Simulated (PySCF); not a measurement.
Run record: geometry optimisation, `CC[O][GeH2][NH]C`.

Method: PBE0-D3(BJ)/def2-SVP geometry optimisation, gas phase (PySCF 2.14.0). Start geometry: GFN2-xTB. The input is one job of a driver script: a line of settings, then coordinates in Å.

Input:
```
{"job": {"xc": "PBE0", "basis": "def2-SVP", "d3": "d3bj", "grid": 1, "kind": "geom"}, "charge": 0, "multiplicity": 1}
C      2.001793     0.212699     1.045097
C      2.175369     0.046051    -0.457198
O      1.099335     0.578270    -1.199045
Ge    -0.542827     0.005701    -1.316616
N     -1.344037     0.124974     0.316252
C     -2.701049    -0.331279     0.564432
H      2.877982    -0.167741     1.563927
H      1.872596     1.264435     1.289556
H      1.121486    -0.334849     1.374981
H      3.066226     0.589364    -0.794487
H      2.311788    -1.015654    -0.694892
H     -1.009540     0.912265    -2.426264
H     -0.620781    -1.458657    -1.684459
H     -1.160137     0.988482     0.812262
H     -3.464931     0.387943     0.251527
H     -2.830594    -0.532981     1.629801
H     -2.859680    -1.256992     0.014139
```

Output:
```
step   0  E = -2326.93366601  max force = 0.019571
step   1  E = -2326.93719629  max force = 0.015585
step   2  E = -2326.93790013  max force = 0.003289
step   3  E = -2326.93809984  max force = 0.001811
step   4  E = -2326.93835942  max force = 0.004156
step   5  E = -2326.93858115  max force = 0.003376
step   6  E = -2326.93863693  max force = 0.001229
step   7  E = -2326.93869992  max force = 0.001162
step   8  E = -2326.93884719  max force = 0.002912
step   9  E = -2326.93891182  max force = 0.002978
... (7 lines left out)
step  17  E = -2326.93970957  max force = 0.001855
step  18  E = -2326.93988874  max force = 0.002934
step  19  E = -2326.94005695  max force = 0.003361
step  20  E = -2326.94020879  max force = 0.001366
step  21  E = -2326.94030407  max force = 0.000690
step  22  E = -2326.94034270  max force = 0.001239
step  23  E = -2326.94040920  max force = 0.001334
step  24  E = -2326.94044968  max force = 0.000659
step  25  E = -2326.94046706  max force = 0.000207
step  26  E = -2326.94047313  max force = 0.000190
optimisation converged
```

Energies in Eh; «max force» is the largest Cartesian gradient component in Eh/bohr.

Question: How much energy does the optimisation release, in eV?

Answer: E(step 0) − E(last step) = 0.006807 Eh, which is 0.185 eV.

Question: Give the first gradient maximum in eV/Å.

Answer: With 1 Eh/bohr = 51.422 eV/Å, 1.006 eV/Å.

Main results: final energy -2326.94047 Eh after 26 steps; dipole 1.61 D.

Question: How long does this job take on Arm Neoverse V1, one thread, no GPU (shared host)?

Answer: About 5.5 min.
Labels such as C1 count atoms from 1, the log's own numbers from 0.
